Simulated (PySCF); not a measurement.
# P²⁺ (phosphorus, charge +2) across methods

[Ne] 3s2 3d1, 2D determinant (an excited configuration). All numbers are calculated (PySCF 2.14, the spin-free X2C one-electron Hamiltonian (Gaussian nucleus), in dyall-acv3z (19s12p6d4f, 113 functions)).

| method | E (hartree) | mean ε 3s α (eV) | mean ε 3s β (eV) | mean ε 3d α (eV) | Σ⟨r²⟩ (bohr²) | ⟨S²⟩ |
| --- | --- | --- | --- | --- | --- | --- |
| UHF | -339.97077 | -40.218 | -39.390 | -16.120 | 18.07 | 0.751 |
| PBE0 | -340.3948 | -36.979 | -36.248 | -14.853 | 17.08 | 0.751 |
| BP86 | -340.5730 | -35.713 | -35.043 | -14.283 | 16.87 | 0.751 |
| LDA | -339.2527 | -35.806 | -35.021 | -13.945 | 16.95 | 0.751 |
| MN15 | -340.6306 | -37.367 | -36.660 | -15.171 | 17.07 | 0.751 |
| M06-2X | -340.5215 | -38.151 | -37.864 | -15.321 | 17.28 | 0.750 |
| PBE | -340.3846 | -35.617 | -34.863 | -14.204 | 16.92 | 0.751 |
| r2SCAN | -340.4883 | -35.693 | -35.136 | -14.269 | 16.92 | 0.752 |

The outer electron is Rydberg-like, and this basis confines it to a smaller radius and binds it less than a complete one would.
